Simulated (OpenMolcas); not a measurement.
# Computed levels of V2+

```json
{
  "Program": "OpenMolcas 26.06",
  "Method": "CASSCF",
  "Basis": "ANO-RCC-VTZP [6s5p3d2f1g]",
  "Scalar Hamiltonian": "DKH2, point nucleus",
  "Active space": "3 electrons in 6 orbitals (3d 4s)",
  "State averaging": "2S+1 = 4 even, 20 roots; 2S+1 = 2 even, 64 roots",
  "Spin-orbit coupling": "state interaction with AMFI integrals over the reference wave functions, term energies averaged over their components"
}
```

With spin-orbit coupling, above the lowest level:

| Configuration | Term | J | E (cm⁻¹) | Measured (cm⁻¹) | Term weight % | Second |
| --- | --- | --- | --- | --- | --- | --- |
| 3d³ | ⁴F | 3/2 | 0.0 | 0.0 | 100 |  |
| 3d³ | ⁴F | 5/2 | 161 | 146 | 100 |  |
| 3d³ | ⁴F | 7/2 | 383 | 342 | 100 |  |
| 3d³ | ⁴F | 9/2 | 662 | 584 | 100 |  |
| 3d³ | ²G | 7/2 | 14103 | 11966 | 100 |  |
| 3d³ | ²G | 9/2 | 14338 | 12187 | 100 |  |
| 3d³ | ⁴P | 1/2 | 15317 | 11514 | 100 |  |
| 3d³ | ⁴P | 3/2 | 15388 | 11592 | 99 |  |
| 3d³ | ⁴P | 5/2 | 15578 | 11770 | 100 |  |
| 3d³ | ²P | 1/2 | 18964 | 15580 | 100 |  |
| 3d³ | ²P | 3/2 | 19082 | 15550 | 94 | 5 ²D(1) |
| 3d³ | ²H | 9/2 | 19093 | 16811 | 100 |  |
| 3d³ | ²H | 11/2 | 19275 | 16978 | 100 |  |
| 3d³ | ²D(1) | 3/2 | 20767 | 16330 | 95 | 5 ²P |
| 3d³ | ²D(1) | 5/2 | 20958 | 16375 | 100 |  |
| 3d³ | ²F | 7/2 | 33845 | 27728 | 100 |  |
| 3d³ | ²F | 5/2 | 33944 | 27847 | 100 |  |
| 3d² 4s | ⁴F | 3/2 | 45677 | 43942 | 100 |  |
| 3d² 4s | ⁴F | 5/2 | 45835 | 44110 | 100 |  |
| 3d² 4s | ⁴F | 7/2 | 46056 | 44346 | 100 |  |
| 3d² 4s | ⁴F | 9/2 | 46341 | 44647 | 100 |  |
| 3d³ | ²D(2) | 5/2 | 53556 | 42267 | 100 |  |
| 3d³ | ²D(2) | 3/2 | 53679 | 42371 | 100 |  |
| 3d² 4s | ²F | 5/2 | 54611 | 49328 | 100 |  |
| 3d² 4s | ²F | 7/2 | 55039 | 49805 | 100 |  |
| 3d² 4s | ⁴P | 1/2 | 61005 | 56529 | 100 |  |
| 3d² 4s | ⁴P | 3/2 | 61091 | 56669 | 99 |  |
| 3d² 4s | ⁴P | 5/2 | 61203 |  | 96 | 4 ²D |
| 3d² 4s | ²D | 3/2 | 62522 |  | 99 |  |
| 3d² 4s | ²D | 5/2 | 62580 |  | 96 | 4 ⁴P |
| 3d² 4s | ²G | 9/2 | 69408 | 63303 | 100 |  |
| 3d² 4s | ²G | 7/2 | 69409 | 63315 | 100 |  |
| 3d² 4s | ²P | 1/2 | 69551 | 61579 | 100 |  |
| 3d² 4s | ²P | 3/2 | 69742 | 61777 | 100 |  |

Against the 30 measured excited levels shown (Sugar and Corliss, J. Phys. Chem. Ref. Data 7, 1191 (1978)) the mean absolute deviation is 4200 cm-1; the largest miss in energy is 3d³ ²D_3/2(2): computed 53679, measured 42371 cm⁻¹ (+26.7 %), and the largest in proportion 3d³ ⁴P_1/2 (+33.0 %). Levels of one J stand in another order than measured, so their pairing by name is doubtful.

Spin-orbit coupling puts the lowest level 385 cm⁻¹ below the lowest spin-free term.

For ⁴F the intervals divided by the larger J are 64.5, 63.4, 62.0 cm-1. Landé's interval rule makes them equal in pure LS coupling; they differ by 4 % of their mean. The multiplet is regular.

Without dynamic correlation excited terms often stand tens of per cent too high (terms of higher spin than the ground term too low), and those without a measured partner can miss by more than the paired ones. Some levels mix across a computed gap that differs much from the measured one, so their mixing is not that of the real levels. A single d shell beside an s shell can misplace configurations of different d count against each other. Measured partners are found by configuration, term and J. A level has none where our copy of the source lacks it or the pairing is in doubt (some pairs that miss far off the trend of their configuration count as doubtful), and it then counts in no deviation. Only configurations of the active space appear. The first state left out of the spin-orbit step lies near 95000 cm-1 above the lowest spin-free state of the reference (among the parities and spins computed), and the list stops at four fifths of that energy or lower.

The RASSCF and RASSI steps took 35 s on 1 thread of Arm Neoverse V1, on a shared host; the integral step is not counted.

The term weight is that of the spin-free term in the level, not the purity of its configuration. A number in round brackets counts repeated terms of one configuration in the order of the reference energies.
